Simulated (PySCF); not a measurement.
**Where the electron goes**

C₄H₁₁GaS.
Geometry (PBE0-D3(BJ)/def2-SVP, Å), atoms numbered from 1 in this order:
```
atom  x, y, z in Å
C1     2.225   -0.937   -0.573
C2     1.805    0.226   -0.054
Ga3    0.823    0.349    1.662
S4    -1.534    0.312    0.744
C5    -1.505   -1.216   -0.213
C6    -1.431    1.531   -0.582
H7     2.786   -1.001   -1.515
H8     2.044   -1.893   -0.065
H9     2.055    1.134   -0.624
H10    0.740    1.747    2.390
H11    0.712   -1.002    2.476
H12   -2.404   -1.281   -0.841
H13   -0.590   -1.262   -0.822
H14   -1.502   -2.042    0.511
H15   -2.344    1.499   -1.192
H16   -1.346    2.517   -0.105
H17   -0.542    1.345   -1.201
```

Method: TDDFT wB97X-D/def2-SVPD, vertical, gas phase, core orbitals frozen in the response in PySCF. Relativistic effects, spin–orbit coupling among them, are left out although an element past zinc is present.

Frontier orbitals with the atoms that hold most of them (Löwdin shares over 4%, at most four atoms; ? is withheld):

```json
{"orbital": "HOMO-3", "ε (eV)": "-9.79", "atoms": "S4 26%, C2 16%, C1 14%, Ga3 13%"}
{"orbital": "HOMO-2", "ε (eV)": "-9.56", "atoms": "Ga3 38%, H11 29%, H10 22%"}
{"orbital": "HOMO-1", "ε (eV)": "-9.27", "atoms": "?"}
{"orbital": "HOMO", "ε (eV)": "?", "atoms": "C2 33%, Ga3 20%, C1 12%, S4 9%"}
{"orbital": "LUMO", "ε (eV)": "1.31", "atoms": "?"}
{"orbital": "LUMO+1", "ε (eV)": "1.83", "atoms": "Ga3 39%, S4 16%, C6 7%, H15 6%"}
{"orbital": "LUMO+2", "ε (eV)": "1.86", "atoms": "S4 52%, C5 11%, C6 8%, Ga3 7%"}
```

(1) Give the leading atoms of the HOMO-1.

(2) Give the leading atoms of the LUMO.

(3) What is the HOMO energy, and the HOMO–LUMO gap?

Answers

(1) C1 (bonded to C and 2 H) 27%; C2 (bonded to C, Ga and H) 25%; S4 (bonded to 2 C and Ga) 22%; Ga3 (bonded to C, S and 2 H) 6%. By element: carbon 52% or more, sulfur 22%, gallium 6%.

(2) C1 (bonded to C and 2 H) 22%; C2 (bonded to C, Ga and H) 19%; Ga3 (bonded to C, S and 2 H) 19%; S4 (bonded to 2 C and Ga) 15%. By element: carbon 41% or more, gallium 19%, sulfur 15%.

(3) ε(HOMO) = -9.21 eV; the gap is 10.52 eV (0.3866 hartree).

Task: The HOMO–LUMO gap is 10.52 eV. Where does the response calculation put the lowest singlet, and from which orbitals?

Result: S1 is at 5.66 eV (f = 0.0023), 4.86 eV below the gap, made of HOMO→LUMO (83%), HOMO→LUMO+4 (8%). Without the coupling terms of the response equations the lowest excitation would equal the gap.

Task: One configuration dominates each of S1, S3 and S4. Which, and how do the shares of the two leading atoms of either orbital change from the occupied to the empty one?

Result: 
- S1 (5.66 eV, f 0.0023), HOMO→LUMO (83%): C2 33% → 19%, Ga3 20% → 19%, C1 12% → 22%
- S3 (6.56 eV, f 0.0002), HOMO-2→LUMO (84%): Ga3 38% → 19%, H11 29% → at most 16%, C1 at most 4% → 22%, C2 at most 4% → 19%
- S4 (6.70 eV, f 0.274), HOMO-1→LUMO (75%): C1 27% → 22%, C2 25% → 19%

Löwdin shares depend on the basis, the more so with diffuse functions.

One conformer stands for the species.
